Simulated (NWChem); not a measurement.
System: diethyl ether (C$_{4}$H$_{10}$O); SMILES C(OCC)C

NWChem input:

```
start job
memory heap 200 mb stack 900 mb global 1100 mb
geometry units angstroms noautosym nocenter noautoz
  C     -0.113250     2.330462    -0.173329
  C     -0.322193     0.937284     0.371779
  O      0.593032     0.072451    -0.240636
  C      0.594009    -1.241666     0.245352
  C     -0.578029    -2.080589    -0.235133
  H      0.913230     2.672073     0.026276
  H     -0.269504     2.344099    -1.262228
  H     -0.815719     3.040002     0.288542
  H     -0.178001     0.927908     1.473419
  H     -1.367506     0.614827     0.189829
  H      0.631248    -1.240214     1.355053
  H      1.537113    -1.691521    -0.104387
  H     -0.467498    -3.122298     0.103446
  H     -0.624528    -2.078527    -1.334800
  H     -1.541021    -1.709830     0.147785
end
basis spherical
  C library 6-31g*
  O library 6-31g*
  H library 6-31g*
end
dft
  xc xpbe96 cpbe96
  iterations 150
end
property
  response 1 0.0
end
task dft property
```

Excerpt of the output:

```
             Northwest Computational Chemistry Package (NWChem) 7.3.0
             --------------------------------------------------------

                             Geometry "geometry" -> ""
                             -------------------------

 Output coordinates in angstroms (scale by  1.889725989 to convert to a.u.)

  No.       Tag          Charge          X              Y              Z
 ---- ---------------- ---------- -------------- -------------- --------------
    1 C                    6.0000    -0.11325000     2.33046200    -0.17332900
    2 C                    6.0000    -0.32219300     0.93728400     0.37177900
    3 O                    8.0000     0.59303200     0.07245100    -0.24063600
    4 C                    6.0000     0.59400900    -1.24166600     0.24535200
    5 C                    6.0000    -0.57802900    -2.08058900    -0.23513300
    6 H                    1.0000     0.91323000     2.67207300     0.02627600
    7 H                    1.0000    -0.26950400     2.34409900    -1.26222800
    8 H                    1.0000    -0.81571900     3.04000200     0.28854200
    9 H                    1.0000    -0.17800100     0.92790800     1.47341900
   10 H                    1.0000    -1.36750600     0.61482700     0.18982900
   11 H                    1.0000     0.63124800    -1.24021400     1.35505300
   12 H                    1.0000     1.53711300    -1.69152100    -0.10438700
   13 H                    1.0000    -0.46749800    -3.12229800     0.10344600
   14 H                    1.0000    -0.62452800    -2.07852700    -1.33480000
   15 H                    1.0000    -1.54102100    -1.70983000     0.14778500

 Effective nuclear repulsion energy (a.u.)     191.9571682060

  pbe96 is a nonlocal functional; adding pw91lda local functional.
                              NWChem Property Module
                              ----------------------

                                 NWChem DFT Module
                                 -----------------

 Summary of "ao basis" -> "ao basis" (spherical)
 ------------------------------------------------------------------------------
       Tag                 Description            Shells   Functions and Types
 ---------------- ------------------------------  ------  ---------------------
 C                           6-31g*                  6       14   3s2p1d
 O                           6-31g*                  6       14   3s2p1d
 H                           6-31g*                  2        2   2s

            General Information
            -------------------
          SCF calculation type: DFT
          Wavefunction type:  closed shell.
          No. of atoms     :    15
          No. of electrons :    42
           Alpha electrons :    21
            Beta electrons :    21
          Charge           :     0
          Spin multiplicity:     1
          Use of symmetry is: off; symmetry adaption is: off
          Maximum number of iterations: 150
          AO basis - number of functions:    90
                     number of shells:    50
          Convergence on energy requested:  1.00D-06
          Convergence on density requested:  1.00D-05
          Convergence on gradient requested:  5.00D-04

              XC Information
              --------------
          PerdewBurkeErnzerhof Exchange Functional  1.000
            Perdew 1991 LDA Correlation Functional  1.000 local
           PerdewBurkeErnz. Correlation Functional  1.000 non-local

             Grid Information
             ----------------
          Grid used for XC integration:  medium
          Radial quadrature: Mura-Knowles
          Angular quadrature: Lebedev.
          Tag              B.-S. Rad. Rad. Pts. Rad. Cut. Ang. Pts.
          ---              ---------- --------- --------- ---------
          C                   0.70       49          12.0       434
          O                   0.60       49           9.0       434
          H                   0.35       45          13.0       434
          Grid pruning is: on
          Number of quadrature shells:   695
          Spatial weights used:  Erf1

      Superposition of Atomic Density Guess
      -------------------------------------

 Sum of atomic energies:        -230.37769422

      Non-variational initial energy
      ------------------------------

 Total energy =    -233.561709
 1-e energy   =    -690.785760
 2-e energy   =     265.266883
 HOMO         =      -0.319651
 LUMO         =       0.141961

   convergence    iter        energy       DeltaE   RMS-Dens  Diis-err
 ---------------- ----- ----------------- --------- --------- ---------
 d= 0,ls=0.0,diis     1   -233.2702198259 -4.25D+02  1.37D-02  6.32D-01
 d= 0,ls=0.0,diis     2   -233.2505547581  1.97D-02  8.89D-03  8.79D-01
 d= 0,ls=0.0,diis     3   -233.3260546815 -7.55D-02  2.67D-03  1.23D-01
 d= 0,ls=0.0,diis     4   -233.3359773285 -9.92D-03  9.92D-04  9.34D-03
 d= 0,ls=0.0,diis     5   -233.3370194126 -1.04D-03  2.40D-04  4.22D-04
  Resetting Diis
 d= 0,ls=0.0,diis     6   -233.3370757001 -5.63D-05  2.52D-05  5.22D-06
 d= 0,ls=0.0,diis     7   -233.3370763415 -6.41D-07  1.11D-05  3.65D-07
 d= 0,ls=0.0,diis     8   -233.3370763135  2.81D-08  6.12D-06  5.98D-07

         Total DFT energy =     -233.337076313472
      One electron energy =     -695.655903237021
           Coulomb energy =      304.101342497228
    Exchange-Corr. energy =      -33.739683779659
 Nuclear repulsion energy =      191.957168205980

 Numeric. integr. density =       41.999999709921

                       DFT Final Molecular Orbital Analysis
                       ------------------------------------

 Vector   19  Occ=2.000000D+00  E=-2.923326D-01
              MO Center= -7.0D-02,  1.6D-01,  7.4D-02, r^2= 4.9D+00
   Bfn.  Coefficient  Atom+Function         Bfn.  Coefficient  Atom+Function
  ----- ------------  ---------------      ----- ------------  ---------------
    19      0.213925   2 C  pz                5     -0.193478   1 C  pz
    47     -0.177577   4 C  pz               46     -0.164592   4 C  py
    61      0.156370   5 C  pz               77      0.155028   9 H  s
    60      0.151244   5 C  py               78      0.146180   9 H  s
    73      0.141227   7 H  s                74      0.141665   7 H  s

 Vector   20  Occ=2.000000D+00  E=-2.526765D-01
              MO Center=  4.4D-01, -1.8D-01, -1.3D-02, r^2= 2.5D+00
   Bfn.  Coefficient  Atom+Function         Bfn.  Coefficient  Atom+Function
  ----- ------------  ---------------      ----- ------------  ---------------
    33      0.353531   3 O  pz               31     -0.264420   3 O  px
    37      0.246473   3 O  pz               34     -0.240979   3 O  s
    82     -0.195483  11 H  s                47     -0.185786   4 C  pz
    35     -0.180607   3 O  px               17      0.154911   2 C  px
    19     -0.141123   2 C  pz               81     -0.139111  11 H  s

 Vector   21  Occ=2.000000D+00  E=-1.965215D-01
              MO Center=  2.8D-01, -6.6D-02,  8.7D-03, r^2= 2.0D+00
   Bfn.  Coefficient  Atom+Function         Bfn.  Coefficient  Atom+Function
  ----- ------------  ---------------      ----- ------------  ---------------
    31      0.398915   3 O  px               33      0.377255   3 O  pz
    35      0.293974   3 O  px               37      0.276652   3 O  pz
    80      0.225573  10 H  s                78     -0.204555   9 H  s
    62      0.184321   5 C  s                82     -0.155413  11 H  s
    32      0.146358   3 O  py               59      0.143051   5 C  px

 Vector   22  Occ=0.000000D+00  E= 6.877619D-02
              MO Center= -4.8D-01, -5.1D-01,  4.6D-01, r^2= 5.9D+00
   Bfn.  Coefficient  Atom+Function         Bfn.  Coefficient  Atom+Function
  ----- ------------  ---------------      ----- ------------  ---------------
    20      1.050327   2 C  s                62      0.964422   5 C  s
    80     -0.787297  10 H  s                48      0.749692   4 C  s
    82     -0.684769  11 H  s                90     -0.666512  15 H  s
    78     -0.636361   9 H  s                86     -0.639010  13 H  s
    21     -0.445646   2 C  px               63     -0.395682   5 C  px

 Vector   23  Occ=0.000000D+00  E= 9.502307D-02
              MO Center= -1.1D-01,  6.1D-01,  6.3D-02, r^2= 8.7D+00
   Bfn.  Coefficient  Atom+Function         Bfn.  Coefficient  Atom+Function
  ----- ------------  ---------------      ----- ------------  ---------------
     6      1.647285   1 C  s                62     -1.200537   5 C  s
    76     -0.833591   8 H  s                72     -0.786919   6 H  s
    78     -0.726729   9 H  s                88      0.676216  14 H  s
    48     -0.605214   4 C  s                84      0.543473  12 H  s
    74     -0.537790   7 H  s                90      0.507212  15 H  s

 Vector   24  Occ=0.000000D+00  E= 1.012256D-01
              MO Center= -3.7D-01, -1.4D-02, -8.5D-03, r^2= 5.7D+00
   Bfn.  Coefficient  Atom+Function         Bfn.  Coefficient  Atom+Function
  ----- ------------  ---------------      ----- ------------  ---------------
    62      0.989688   5 C  s                74     -0.809638   7 H  s
     6      0.784328   1 C  s                80     -0.748872  10 H  s
    48     -0.689257   4 C  s                90     -0.685624  15 H  s
    34     -0.667080   3 O  s                82      0.610116  11 H  s
    50      0.554199   4 C  py               20      0.464670   2 C  s

     Multipole analysis of the density
     ---------------------------------

     L   x y z        total         alpha         beta         nuclear
     -   - - -        -----         -----         ----         -------
     0   0 0 0     -0.000000    -21.000000    -21.000000     42.000000

     1   1 0 0     -0.262179     -0.173884     -0.173884      0.085589
     1   0 1 0     -0.126370     -0.071758     -0.071758      0.017145
     1   0 0 1      0.260259     -0.068161     -0.068161      0.396580

     2   2 0 0    -24.749347    -42.466936    -42.466936     60.184525
     2   1 1 0     -0.820870     -0.537539     -0.537539      0.254208
     2   1 0 1      0.240600     -1.320160     -1.320160      2.880920
     2   0 2 0    -22.862887   -221.463866   -221.463866    420.064845
     2   0 1 1      0.144213     -1.360533     -1.360533      2.865279
     2   0 0 2    -24.618898    -29.649099    -29.649099     34.679300

 *** CALLING NEW AORESP DRIVER FOR CLOSED AND OPEN SHELLS ***
 Entering AOResponse driver routine

--------------------------------------------------------------------------------

          -----------------------------------------------
          Solving response equations for perturbing field
          -----------------------------------------------

 number of frequencies:     1
 frequency in a.u.:  0.0000000E+00
 Perturbing field: electric
 Using El. Dipole Length Gauge

 Setting up CPKS with frequency omega =      0.00000000 a.u.

 STATIC response

                                NWChem CPHF Module
                                ------------------

  scftype          =     RHF
  nclosed          =       21
  nopen            =        0
  variables        =     1449
  # of vectors     =        3
  tolerance        = 0.10D-03
  level shift      = 0.00D+00
  max iterations   =       50
  max subspace     =       30

 SCF residual:    1.4658997912254861E-004

Iterative solution of linear equations
  No. of variables     1449
  No. of equations        3
  Maximum subspace       30
        Iterations       50
       Convergence  1.0D-04

   iter   nsub   residual    time
   ----  ------  --------  ---------
     1      3    1.98D+00      20.6
     2      6    1.62D+00      24.0
     3      9    3.01D-01      27.6
     4     12    2.76D-02      31.3
     5     15    4.79D-03      34.9
     6     18    1.10D-03      38.2
     7     21    1.52D-04      41.6
     8     24    2.21D-05      45.0

 Electric Dipole Response Matrix (nonzero elements):

              1        2        3
    1   44.8039  -1.6570   0.3373
    2   -1.6570  58.3301   0.2290
    3    0.3373   0.2290  44.3931

 ------------------------------------------
 average:        49.17574 + I       0.00000

 DFT Linear Response polarizability / au
 Frequency  =       0.0000000 / au
              X              Y              Z
 -----------------------------------------------
 X      44.8039348     -1.6569745      0.3373077
 Y      -1.6569709     58.3301389      0.2289692
 Z       0.3373106      0.2289674     44.3931324
 -----------------------------------------------
 Eigenvalues =      44.8749363     58.5326342     44.1196357
 Isotropic   =      49.1757354
 Anisotropic =      14.0505821
 -----------------------------------------------

 Magnetic Dipole Response Matrix (nonzero elements):

 Exiting AOResponse driver routine
```

Level: PBE/6-31G* (spherical d). Geometry: optimised at PBE0/def2-SVP.
